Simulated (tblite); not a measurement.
C₈H₁₄BN.
Numbering: `[BH2:1][N:2]1[CH2:3][CH:4]=[CH:5][C@:6]1([CH3:7])[CH2:8][CH:9]=[CH2:10]` (hydrogens: H11, H12 on B1; H13, H14 on C3; H15 on C4; H16 on C5; H17, H18, H19 on C7; H20, H21 on C8; H22 on C9; H23, H24 on C10)

Computed with GFN2-xTB (tblite), gas phase: L-BFGS steps from a force-field or distance-geometry start until the largest atomic force falls under 0.01 eV/Å.

Step 29: E = -773.2664 eV
```
atom  x, y, z in Å  |  force x, y, z in eV/Å
B1     -0.3241    1.5771   -1.5410   -0.040  -0.037   0.026
N2     -0.6547    0.7254   -0.5086    0.029   0.027   0.063
C3     -1.6825    1.0416    0.4796   -0.008   0.000   0.008
C4     -1.7651   -0.1748    1.3451    0.089  -0.030  -0.021
C5     -0.9073   -1.0884    0.9273   -0.003  -0.064  -0.026
C6     -0.1745   -0.6458   -0.3130    0.021   0.027   0.090
C7     -0.5773   -1.4909   -1.5316    0.029   0.001   0.093
C8      1.3619   -0.7714   -0.1234   -0.063   0.008  -0.057
C9      1.8606   -0.1775    1.1577   -0.049  -0.022  -0.090
C10     2.2827    1.0694    1.2574   -0.012  -0.027   0.003
H11     0.4134    1.2434   -2.3872    0.097   0.021   0.067
H12    -0.8466    2.6256   -1.5694    0.023   0.050  -0.027
H13    -1.4219    1.9326    1.0641    0.072  -0.026  -0.009
H14    -2.6401    1.2516   -0.0130   -0.014  -0.013  -0.013
H15    -2.4501   -0.2368    2.1766    0.158   0.021  -0.073
H16    -0.6955   -2.0448    1.3703   -0.118  -0.043  -0.020
H17    -0.0020   -1.1691   -2.3948   -0.089   0.008  -0.036
H18    -0.3790   -2.5444   -1.3589   -0.059  -0.065   0.037
H19    -1.6371   -1.3438   -1.7265    0.024  -0.086  -0.071
H20     1.5941   -1.8395   -0.1527    0.032   0.058   0.033
H21     1.8512   -0.2915   -0.9710   -0.042   0.061  -0.004
H22     1.8596   -0.8385    2.0173   -0.067   0.119  -0.010
H23     2.6258    1.4902    2.1872    0.006  -0.004   0.008
H24     2.2971    1.7204    0.3979   -0.017   0.015   0.030
```

Step 30: E = -773.2712 eV
```
atom  x, y, z in Å  |  force x, y, z in eV/Å
B1     -0.3215    1.5766   -1.5403   -0.042  -0.053   0.053
N2     -0.6552    0.7238   -0.5104    0.020   0.063   0.093
C3     -1.6807    1.0422    0.4805   -0.005  -0.004   0.006
C4     -1.7580   -0.1744    1.3477    0.014   0.006  -0.054
C5     -0.9048   -1.0890    0.9239   -0.048  -0.066   0.019
C6     -0.1742   -0.6466   -0.3146   -0.047   0.040   0.055
C7     -0.5778   -1.4942   -1.5312    0.010  -0.003   0.061
C8      1.3592   -0.7682   -0.1242   -0.050  -0.001  -0.073
C9      1.8557   -0.1748    1.1563   -0.024   0.003  -0.067
C10     2.2818    1.0700    1.2577   -0.006   0.010  -0.001
H11     0.4177    1.2390   -2.3815    0.112   0.029   0.028
H12    -0.8408    2.6256   -1.5644    0.017   0.073  -0.042
H13    -1.4188    1.9335    1.0676    0.049  -0.062  -0.068
H14    -2.6399    1.2489   -0.0157    0.042  -0.014   0.052
H15    -2.4463   -0.2342    2.1771    0.177   0.005  -0.066
H16    -0.6978   -2.0483    1.3597   -0.101  -0.077   0.016
H17    -0.0042   -1.1697   -2.3962   -0.103  -0.032  -0.007
H18    -0.3804   -2.5485   -1.3544   -0.047  -0.017   0.010
H19    -1.6391   -1.3494   -1.7269    0.062  -0.081  -0.055
H20     1.5937   -1.8345   -0.1524    0.049   0.014   0.022
H21     1.8430   -0.2871   -0.9730    0.002   0.073  -0.017
H22     1.8534   -0.8324    2.0171   -0.071   0.075   0.009
H23     2.6277    1.4889    2.1871    0.000  -0.005   0.016
H24     2.2959    1.7225    0.4000   -0.009   0.025   0.011
```

Step 31: E = -773.2766 eV
```
atom  x, y, z in Å  |  force x, y, z in eV/Å
B1     -0.3195    1.5758   -1.5392   -0.020  -0.045   0.065
N2     -0.6549    0.7234   -0.5103    0.017   0.063   0.090
C3     -1.6784    1.0428    0.4814    0.008  -0.008   0.001
C4     -1.7499   -0.1737    1.3494   -0.060   0.032  -0.073
C5     -0.9033   -1.0910    0.9205   -0.073  -0.059   0.050
C6     -0.1747   -0.6467   -0.3151   -0.094   0.022  -0.009
C7     -0.5782   -1.4975   -1.5293   -0.021  -0.017   0.001
C8      1.3553   -0.7646   -0.1264   -0.010  -0.003  -0.062
C9      1.8498   -0.1719    1.1532    0.004   0.041  -0.018
C10     2.2803    1.0706    1.2578    0.001   0.052  -0.010
H11     0.4262    1.2359   -2.3731    0.106   0.038   0.001
H12    -0.8362    2.6256   -1.5607    0.016   0.079  -0.057
H13    -1.4140    1.9334    1.0701    0.022  -0.070  -0.105
H14    -2.6386    1.2455   -0.0177    0.076  -0.007   0.108
H15    -2.4385   -0.2310    2.1765    0.150  -0.013  -0.014
H16    -0.7026   -2.0538    1.3485   -0.083  -0.102   0.048
H17    -0.0085   -1.1709   -2.3972   -0.095  -0.068   0.022
H18    -0.3830   -2.5531   -1.3496   -0.025   0.034  -0.007
H19    -1.6402   -1.3571   -1.7285    0.071  -0.066  -0.027
H20     1.5945   -1.8287   -0.1516    0.056  -0.027   0.000
H21     1.8339   -0.2811   -0.9757    0.037   0.077  -0.028
H22     1.8450   -0.8239    2.0168   -0.075   0.018   0.020
H23     2.6298    1.4872    2.1871   -0.012  -0.012   0.016
H24     2.2942    1.7251    0.4024    0.004   0.040  -0.010
```

Step 32: E = -773.2819 eV
```
atom  x, y, z in Å  |  force x, y, z in eV/Å
B1     -0.3175    1.5745   -1.5380    0.019  -0.012   0.062
N2     -0.6537    0.7246   -0.5083    0.017   0.023   0.042
C3     -1.6758    1.0431    0.4829    0.025  -0.016  -0.005
C4     -1.7429   -0.1731    1.3495   -0.099   0.025  -0.064
C5     -0.9036   -1.0944    0.9176   -0.069  -0.044   0.051
C6     -0.1769   -0.6464   -0.3156   -0.087  -0.024  -0.062
C7     -0.5793   -1.5010   -1.5269   -0.048  -0.029  -0.056
C8      1.3510   -0.7608   -0.1297    0.038   0.000  -0.029
C9      1.8435   -0.1681    1.1498    0.022   0.070   0.029
C10     2.2786    1.0722    1.2580    0.007   0.078  -0.020
H11     0.4363    1.2335   -2.3651    0.077   0.048  -0.004
H12    -0.8297    2.6271   -1.5576    0.019   0.064  -0.069
H13    -1.4087    1.9323    1.0710   -0.001  -0.043  -0.102
H14    -2.6364    1.2415   -0.0177    0.073   0.011   0.134
H15    -2.4278   -0.2283    2.1763    0.083  -0.024   0.064
H16    -0.7091   -2.0615    1.3381   -0.074  -0.096   0.065
H17    -0.0148   -1.1744   -2.3981   -0.063  -0.082   0.027
H18    -0.3857   -2.5573   -1.3451    0.002   0.064  -0.009
H19    -1.6407   -1.3664   -1.7309    0.038  -0.042   0.000
H20     1.5964   -1.8230   -0.1509    0.053  -0.045  -0.029
H21     1.8255   -0.2735   -0.9788    0.054   0.065  -0.028
H22     1.8350   -0.8144    2.0168   -0.077  -0.029   0.018
H23     2.6320    1.4853    2.1876   -0.027  -0.015   0.013
H24     2.2928    1.7285    0.4047    0.018   0.056  -0.029
```

**Question.** Estimate the geometry and energy of step 33. (The exact step hangs on the optimiser's Hessian estimate; all steps are aligned on step 32, rigid shifts and turns removed.)

**Answer.** E = -773.2866 eV, largest force 0.132 eV/Å
```
atom  x, y, z in Å  |  force x, y, z in eV/Å
B1     -0.3146    1.5734   -1.5366    0.059   0.030   0.048
N2     -0.6514    0.7266   -0.5051    0.009  -0.044  -0.027
C3     -1.6729    1.0432    0.4844    0.039  -0.029  -0.007
C4     -1.7386   -0.1731    1.3485   -0.095  -0.010  -0.024
C5     -0.9058   -1.0989    0.9154   -0.044  -0.026   0.023
C6     -0.1806   -0.6465   -0.3169   -0.032  -0.070  -0.074
C7     -0.5815   -1.5046   -1.5254   -0.055  -0.032  -0.082
C8      1.3473   -0.7570   -0.1331    0.067   0.003   0.007
C9      1.8378   -0.1632    1.1471    0.021   0.071   0.051
C10     2.2767    1.0754    1.2581    0.010   0.076  -0.028
H11     0.4453    1.2319   -2.3597    0.043   0.052   0.008
H12    -0.8202    2.6303   -1.5557    0.021   0.038  -0.071
H13    -1.4042    1.9311    1.0704   -0.009   0.002  -0.069
H14    -2.6336    1.2375   -0.0149    0.038   0.035   0.122
H15    -2.4164   -0.2268    2.1780    0.008  -0.025   0.129
H16    -0.7164   -2.0705    1.3296   -0.075  -0.057   0.063
H17    -0.0217   -1.1804   -2.3989   -0.015  -0.069   0.002
H18    -0.3878   -2.5600   -1.3415    0.023   0.057   0.001
H19    -1.6413   -1.3763   -1.7335   -0.026  -0.016   0.017
H20     1.5992   -1.8180   -0.1508    0.045  -0.034  -0.052
H21     1.8190   -0.2650   -0.9818    0.051   0.040  -0.012
H22     1.8244   -0.8058    2.0170   -0.074  -0.051   0.004
H23     2.6339    1.4837    2.1885   -0.039  -0.008   0.010
H24     2.2919    1.7329    0.4063    0.031   0.069  -0.040
```

The energy changes by -0.0047 eV. The first-order estimate −F·Δx gives -0.0066 eV and the mean of the old and new forces, exact on a quadratic surface, -0.0047 eV. The step makes an angle of 67° with the force vector and moves no atom by more than 0.014 Å.

What follows is the cost of the whole relaxation. Time: 1.7 s. Hardware: an Arm Neoverse N1 with one thread, no GPU, shared host with 64 logical CPUs at a one-minute load of 61.
